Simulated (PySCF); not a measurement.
**Spinor energies of Te³⁺ (tellurium, charge +3)**

Start: [Kr] 4d10 5s2 5p1; 5p1/2 filled at m_j = +1/2. Calculated with PySCF 2.14 in x2c-QZVPPall-2c: generalised Hartree-Fock with the X2C-1e Hamiltonian and a Gaussian nucleus; one run each with spin-orbit coupling (SO) switched off, then screened by Boettger's factors.

| spinor shell | electrons | ε, spin-free (eV) | ε, screened SO (eV) | weight of nominal j (screened SO) | rms radius, screened SO (bohr) |
| --- | --- | --- | --- | --- | --- |
| 1s1/2 | 2 | -32004.8 | -32001.7 | 1.000 | 0.0318 |
| 2s1/2 | 2 | -5032.0 | -5030.9 | 1.000 | 0.130 |
| 2p1/2 | 2 | -4513.1 | -4704.0 | 1.000 | 0.112 |
| 2p3/2 | 4 | -4513.1 | -4426.6 | 1.000 | 0.117 |
| 3s1/2 | 2 | -1068.1 | -1067.7 | 1.000 | 0.343 |
| 3p1/2 | 2 | -895.31 | -931.82 | 1.000 | 0.335 |
| 3p3/2 | 4 | -895.31 | -878.42 | 1.000 | 0.347 |
| 3d3/2 | 4 | -634.88 | -641.16 | 1.000 | 0.320 |
| 4s1/2 | 2 | -224.31 | -224.06 | 1.000 | 0.814 |
| 4p1/2 | 2 | -168.13 | -175.12 | 1.000 | 0.858 |
| 4p3/2 | 4 | -168.13 | -164.66 | 1.000 | 0.887 |
| 4d3/2 | 4 | -83.869 | -84.695 | 1.000 | 1.03 |
| 4d5/2 | 6 | -83.869 | -82.977 | 1.000 | 1.04 |
| 5s1/2 | 2 | -46.536 | -46.439 | 0.998 | 2.08 |
| 5p1/2 | 1 | -36.508 | -37.288 | 0.997 | 2.34 |

(1) Where does 3d5/2 lie, and what is the 3d spin-orbit splitting (screened SO)?

| quantity | spin-free | screened SO |
| --- | --- | --- |
| E (hartree) | -6788.10369 | -6790.03050 |
| M_J | 1/2 | 1/2 |
| ⟨J²⟩ | 1.140 | 0.769 |
| ⟨L²⟩ | 2.031 | 2.048 |
| ⟨S²⟩ | 0.760 | 0.779 |

Each row is a mean over spinors that exchange with the open shell spreads, by up to 0.685 eV (4p1/2).

Breit and QED terms are absent; they matter most for the inner s and p1/2 levels.

Densities and radii are taken from the X2C orbitals without a picture-change correction, which distorts them close to the nucleus.

Without spin-orbit coupling the j labels of p, d and f shells carry no meaning; the spin-free column gives the mean over the occupied spinors of each nl shell, and its ⟨J²⟩ belongs to a mixture of degenerate components.

## Answers

(1) At -630.14 eV, 11.022 eV above 3d3/2.
